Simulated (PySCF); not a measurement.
# Bond curve of GeCl

Set-up: PySCF, no relativity, basis sets Ge 6-31G(d,p), Cl 6-31G(d,p). Energies in eV from Ge + Cl in their ground configurations at the same level. State: ²Π (doublet), unpaired electrons π ↑.

All columns are PBE0. A positive dipole means Ge(−)Cl(+).

```json
{"R (Å)": "1.889", "E (eV)": "-2.964", "μ (D)": "0.23", "Mulliken charge on Ge (basis-dependent)": "-0.05", "HOMO (eV)": "-4.57", "LUMO (eV)": "-2.60", "Mayer bond order": "1.31", "⟨S²⟩": "0.75"}
{"R (Å)": "1.976", "E (eV)": "-3.543", "μ (D)": "-0.38", "Mulliken charge on Ge (basis-dependent)": "0.03", "HOMO (eV)": "-4.78", "LUMO (eV)": "-2.79", "Mayer bond order": "1.25", "⟨S²⟩": "0.75"}
{"R (Å)": "2.064", "E (eV)": "-3.855", "μ (D)": "-0.98", "Mulliken charge on Ge (basis-dependent)": "0.11", "HOMO (eV)": "-4.97", "LUMO (eV)": "-2.97", "Mayer bond order": "1.20", "⟨S²⟩": "0.75"}
{"R (Å)": "2.130", "E (eV)": "-3.964", "μ (D)": "-1.43", "Mulliken charge on Ge (basis-dependent)": "0.16", "HOMO (eV)": "-5.12", "LUMO (eV)": "-3.10", "Mayer bond order": "1.16", "⟨S²⟩": "0.75"}
{"R (Å)": "2.196", "E (eV)": "-3.993", "μ (D)": "-1.88", "Mulliken charge on Ge (basis-dependent)": "0.21", "HOMO (eV)": "-5.25", "LUMO (eV)": "-3.23", "Mayer bond order": "1.12", "⟨S²⟩": "0.75"}
{"R (Å)": "2.262", "E (eV)": "-3.962", "μ (D)": "-2.31", "Mulliken charge on Ge (basis-dependent)": "0.26", "HOMO (eV)": "-5.39", "LUMO (eV)": "-3.35", "Mayer bond order": "1.08", "⟨S²⟩": "0.75"}
{"R (Å)": "2.350", "E (eV)": "-3.852", "μ (D)": "-2.87", "Mulliken charge on Ge (basis-dependent)": "0.31", "HOMO (eV)": "-5.56", "LUMO (eV)": "-3.51", "Mayer bond order": "1.04", "⟨S²⟩": "0.75"}
{"R (Å)": "2.459", "E (eV)": "-3.642", "μ (D)": "-3.54", "Mulliken charge on Ge (basis-dependent)": "0.36", "HOMO (eV)": "-5.77", "LUMO (eV)": "-3.70", "Mayer bond order": "0.99", "⟨S²⟩": "0.75"}
{"R (Å)": "2.591", "E (eV)": "-3.328", "μ (D)": "-4.30", "Mulliken charge on Ge (basis-dependent)": "0.40", "HOMO (eV)": "-5.99", "LUMO (eV)": "-3.92", "Mayer bond order": "0.94", "⟨S²⟩": "0.75"}
{"R (Å)": "2.767", "E (eV)": "-2.867", "μ (D)": "-5.23", "Mulliken charge on Ge (basis-dependent)": "0.44", "HOMO (eV)": "-6.26", "LUMO (eV)": "-4.18", "Mayer bond order": "0.90", "⟨S²⟩": "0.76"}
```

A fit through these points gives, at Re = 2.192 Å, μ = -1.85 D and dμ/dR = -6.67 D/Å; the reduced mass is 23.74 u.

How strong is the fundamental in the double-harmonic approximation, I = 42.26·(dμ/dR)²/μred km/mol?

I = 42.26·(-6.67)²/23.74 = 79.2 km/mol at PBE0.

Spin–orbit coupling is left out. The state is the lowest determinant that a PBE0 search found; another state may lie lower at other levels.
